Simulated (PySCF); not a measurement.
**Two-component Hartree-Fock for Pt(68+) (platinum, charge +68)**

Start: [Ne]. Calculated with PySCF 2.14 in an uncontracted even-tempered set (16 s from 54 bohr⁻², ratio 2.4; 13 p from 70 bohr⁻², ratio 2.4; 5 d from 250 bohr⁻², ratio 2.6; 4 f from 370 bohr⁻², ratio 2.6): generalised Hartree-Fock with the X2C-1e Hamiltonian and a Gaussian nucleus; one run each with spin-orbit coupling (SO) switched off, then screened by Boettger's factors.

```csv
spinor shell,electrons,"ε, spin-free (eV)","ε, screened SO (eV)",weight of nominal j (screened SO),"rms radius, screened SO (bohr)"
1s1/2,2,-85120.5,-85099.2,1.000,0.0193
2s1/2,2,-19878.3,-19873.0,1.000,0.0768
2p1/2,2,-18067.2,-19355.7,1.000,0.0650
2p3/2,4,-18067.2,-17562.6,1.000,0.0724
```

```json
{"quantity": "E (hartree)", "spin-free": "-12425.84374", "screened SO": "-12447.22597"}
{"quantity": "M_J", "spin-free": "0", "screened SO": "0"}
{"quantity": "⟨J²⟩", "spin-free": "0.000", "screened SO": "0.000"}
{"quantity": "⟨L²⟩", "spin-free": "0.000", "screened SO": "0.043"}
{"quantity": "⟨S²⟩", "spin-free": "0.000", "screened SO": "0.043"}
```

Breit and QED terms are absent; they matter most for the inner s and p1/2 levels.

Densities and radii are taken from the X2C orbitals without a picture-change correction, which distorts them close to the nucleus.

Without spin-orbit coupling the j labels of p, d and f shells carry no meaning; the spin-free column gives the mean over the occupied spinors of each nl shell.
